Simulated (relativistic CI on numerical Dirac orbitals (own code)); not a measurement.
Spin-allowed bands of a d3 ion in an octahedral site, by hand

Problem. A d3 ion in an octahedral site has a 4A2 ground term and spin-allowed bands at ν1 = 17100 and ν2 = 22512 cm⁻¹ (from a computed ligand-field model). Find Δ and the Racah parameter B, and predict the third band.

Working.
1. The F term splits into A2 (−1.2Δ), T2 (−0.2Δ) and T1 (+0.6Δ), so ν1 = E(T2) − E(A2) = Δ = 17100 cm⁻¹.
2. T1(F) mixes with T1(P), which lies at 15B, through an element 0.4Δ. The two roots, counted from A2, are ν2,3 = ½(15B + 3Δ) ∓ ½√[(15B − Δ)² + 12BΔ].
3. Solving the lower root for B gives B = (2ν1² + ν2² − 3ν1ν2)/(15ν2 − 27ν1) = -63255456/-124020 = 510 cm⁻¹.
4. The sum of the roots is 15B + 3Δ, so ν3 = 15B + 3ν1 − ν2 = 36439 cm⁻¹ (274 nm).

Check. The bands were computed by exact diagonalisation of the d3 shell with B = 510 and Δ = 17100 cm⁻¹, which gives ν3 = 36438 cm⁻¹. C does not enter the terms of highest spin.
